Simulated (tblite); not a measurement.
**Question.** What does the GFN2-xTB structure of `CO[C@@H]1[SiH2][C@H](C)[Si@H]1SC` look like in three dimensions?

**Answer.** 
```xyz
23
C5H14OSSi2 angstrom
C     -2.054   -1.882   -1.413
O     -0.851   -1.177   -1.296
C     -0.607   -0.705    0.028
Si    -1.651    0.836    0.574
C      0.008    1.793    0.777
C      0.136    3.099    0.004
Si     1.028    0.313    0.107
S      2.438   -0.405    1.563
C      2.880   -1.976    0.756
H     -2.908   -1.262   -1.110
H     -2.047   -2.787   -0.789
H     -2.158   -2.164   -2.459
H     -0.659   -1.557    0.723
H     -2.462    1.355   -0.525
H     -2.448    0.646    1.786
H      0.236    1.998    1.825
H     -0.561    3.844    0.386
H      1.143    3.504    0.088
H     -0.079    2.945   -1.051
H      1.699    0.444   -1.181
H      1.980   -2.546    0.550
H      3.517   -2.519    1.446
H      3.417   -1.771   -0.164
```

Any rigid rotation of these coordinates is as good. Atoms count from 1 in this order. Si7 (SiH silicon) has angles from 88.3° to 119.0°. Si4 (SiH2 silicon) has angles from 87.8° to 116.5°. The 2 C–O bonds span 1.399 Å (C1–O2, drawn single) to 1.426 Å (O2–C3, drawn single), a spread of 0.027 Å. The 4 C–Si bonds span 1.918 Å (C5–Si7, drawn single) to 1.940 Å (C3–Si4, drawn single), a spread of 0.022 Å.

Bonds between heavy atoms (Å): C1–O2 1.399, O2–C3 1.426, C3–Si4 1.940, Si4–C5 1.925, C5–C6 1.524, C5–Si7 1.918, Si7–S8 2.150, S8–C9 1.820, C3–Si7 1.928.

The geometry is computed with GFN2-xTB (gas phase).

Point group: C1 (no symmetry element, even within 0.4 Å). Its lowest GFN2-xTB frequency is 14 cm⁻¹, too small to tell a flat minimum from a shallow saddle. The numbers are those of one conformer (C1–O2–C3–Si4 -76°, C5–Si7–S8–C9 167°). 3 starts were optimised and ended at 0.00, 0.00 and 0.02 kcal/mol (GFN2-xTB); the lowest of these is shown.
